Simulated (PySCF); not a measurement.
B(Cl)(SMe)2 (C2H6BClS2), SMILES ClB(SC)SC.

Geometry optimised at B3LYP-D3(BJ)/def2-SVP. Other conformers were not sampled.

All values below come from PBE/def2-TZVP (PySCF).

Q: Estimate the frontier levels, gap, dipole moment and polarisability. (The exact figures need the calculation; the answer reports its results.)

A: 
```json
{
 "highest_occupied_level": "-5.90 eV",
 "lowest_empty_level": "-1.54 eV",
 "orbital_gap": "4.35 eV",
 "dipole_moment": "1.98 D",
 "quadrupole, principal values (traceless, Buckingham form, about the centre of nuclear charge)": "-5.22, -4.43, 9.65 D·Å",
 "mean_static_polarisability": "94.2 bohr³ (13.97 Å³)",
 "polarisability_principal_values": "63.3, 97.9, 121.5 bohr³"
}
```
